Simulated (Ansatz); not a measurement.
`[CH3][Sn]([NH2])([OH])[F]` + H₂ → `[CH3][SnH]([NH2])[OH]` + H–F  (hydrogenolysis of the Sn–F bond)

Program: Ansatz. Geometries: PBE0-D4/def2-TZVP. ΔE: electronic, gas phase. CCSD(T)/CBS adds triple-zeta CCSD(T) − MP2 to the extrapolated MP2 energy (def2 sets, frozen cores). This one scheme is used for every species. Functionals use def2-TZVPP. B3LYP here is the variant with VWN-RPA as its local correlation; programs differ in this. Elements past krypton have def2 core potentials. For Sn outer-core shells are correlated without core-valence functions, which leaves a few kJ/mol of doubt a bond. One conformer a species, not always the lowest.

```csv
level,ΔE (kcal/mol),difference from CCSD(T)/CBS
PBE-D4,15.0,0.8
r2SCAN-D4,16.5,2.3
PBE0-D4,13.0,-1.2
B3LYP-D4,15.5,1.3
ωB97X-V,15.3,1.1
ωB97M-V,14.6,0.4
B2PLYP,15.1,0.9
PBE,14.7,0.5
r2SCAN,16.5,2.3
PBE0,12.7,-1.5
B3LYP,15.0,0.8
HF/def2-TZVPP,12.9,-1.3
MP2/def2-TZVPP,13.6,-0.6
SCS-MP2/def2-TZVPP,14.0,-0.2
CCSD/def2-TZVPP,12.1,-2.1
CCSD(T)/def2-TZVPP,12.8,-1.4
HF/def2-QZVPP,13.5,-0.7
MP2/def2-QZVPP,14.6,0.4
SCS-MP2/def2-QZVPP,14.9,0.7
HF/CBS(def2),13.6,-0.6
MP2/CBS(def2),15.0,0.8
CCSD/CBS(def2),13.5,-0.7
CCSD(T)/CBS,14.2,0
```

Largest T1 diagnostic among the species: 0.013.

From PBE to PBE0 (25 % exact exchange), in def2-TZVPP and without D4, ΔE moves by −2.0 kcal/mol.

CCSD(T)/CBS has its own doubt, a few kJ/mol and more with outer-core shells, so smaller differences from it don't rank the levels.
